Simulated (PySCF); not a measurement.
# Telling isomers of C5H13NSi2 apart by NMR

PySCF 2.14 calculation with coordinates at the GFN2-xTB level and NMR shieldings at PBE0/pcSseg-1/GIAO; gas phase, relativity neglected, single conformer, rapidly exchanging positions averaged.

Scale: ¹H (σref 31.72) and ¹³C (σref 186.93) vs TMS (reference shieldings calculated alike). Where no couplings were computed, multiplicities follow the n + 1 count of equivalent neighbours, and m marks all less simple cases (inequivalent or close neighbours, rings, F or P nearby). Shifts are as computed. Against solution values, carbons near 30 ppm lie about +3 ppm off and those near 130 ppm about +5 ppm. Of 1211 compounds with measured shifts, 218 miss one by over three times the rms of a fit or turn the order of signals round; such compounds aren't used in these exercises.

(1) Tabulate the signals of `C=C/C=C\CN([SiH3])[SiH3]`, `C/C=C1\C[C@@H]1N([SiH3])[SiH3]`, `C=C[C@@H]1C[C@@H]1N([SiH3])[SiH3]`, `C=C1[SiH2][SiH2]N1C(C)C` and their relative energies.

(2) What is the quickest way to tell C/C=C1\C[C@@H]1N([SiH3])[SiH3] from C=C[C@@H]1C[C@@H]1N([SiH3])[SiH3]?

(3) What is the quickest way to tell C=C/C=C\CN([SiH3])[SiH3] from C=C1[SiH2][SiH2]N1C(C)C?

(4) What is the quickest way to tell C=C/C=C\CN([SiH3])[SiH3] from C=C[C@@H]1C[C@@H]1N([SiH3])[SiH3]?

## Answers

(1) 
```tsv
SMILES	carbon types	δC	δH	E rel. (kcal/mol)
C=C/C=C\CN([SiH3])[SiH3]	3×CH 2×CH2	139.1, 138.3, 136.2, 126.1, 50.8	7.12 (m, 1H), 6.41 (m, 1H), 5.92 (m, 1H), 5.61 (m, 1H), 5.55 (m, 1H), 4.70 (s, 6H), 3.72 (d, 2H)	7.5
C/C=C1\C[C@@H]1N([SiH3])[SiH3]	1×C 2×CH 1×CH2 1×CH3	131.8, 131.3, 36.6, 21.1, 13.4	6.73 (q, 1H), 4.61 (s, 6H), 2.98 (m, 1H), 2.09 (d, 3H), 1.29 (m, 1H), 0.93 (m, 1H)	17.4
C=C[C@@H]1C[C@@H]1N([SiH3])[SiH3]	3×CH 2×CH2	146.3, 120.7, 41.5, 27.2, 18.3	5.90 (m, 1H), 5.57 (m, 1H), 5.42 (m, 1H), 4.72 (s, 6H), 2.75 (m, 1H), 1.36 (m, 1H), 1.16 (m, 1H), 0.79 (m, 1H)	11.2
C=C1[SiH2][SiH2]N1C(C)C	1×C 1×CH 1×CH2 2×CH3	156.9, 92.9, 47.8, 21.9	5.39 (m, 2H), 4.61 (br s, 1H), 4.55 (m, 2H), 4.15 (br s, 1H), 3.40 (sept, 1H), 1.24 (d, 6H)	0.0
```

Energies are electronic energies at PBE0/pcSseg-1 on these geometries, without zero-point or thermal terms, each for the one conformer computed, which needn't be the lowest.

(2) Both give the same number of carbon signals, but DEPT or the intensities differ. The first has a fully substituted alkene carbon (C) at 131.8 ppm, the second a terminal =CH2 carbon at 120.7 ppm. Their most deshielded carbons lie at 131.8 and 146.3 ppm. In the proton spectra the most deshielded non-exchanging signals are 6.73 (q, 1H) and 5.90 (m, 1H).

(3) Count the carbon signals: 5 against 4. The first has an alkene CH at 139.1 ppm, the second an alkene carbon bearing nitrogen (C) at 156.9 ppm. In the proton spectra the most deshielded non-exchanging signals are 7.12 (m, 1H) and 5.39 (m, 2H).

(4) Both give the same number of carbon signals, with the same numbers of each carbon type, so the positions decide. The first has an allylic sp3 CH2 bonded to N at 50.8 ppm, the second a three-membered-ring carbon (CH) at 41.5 ppm. Their most deshielded carbons lie at 139.1 and 146.3 ppm. In the proton spectra the most deshielded non-exchanging signals are 7.12 (m, 1H) and 5.90 (m, 1H).
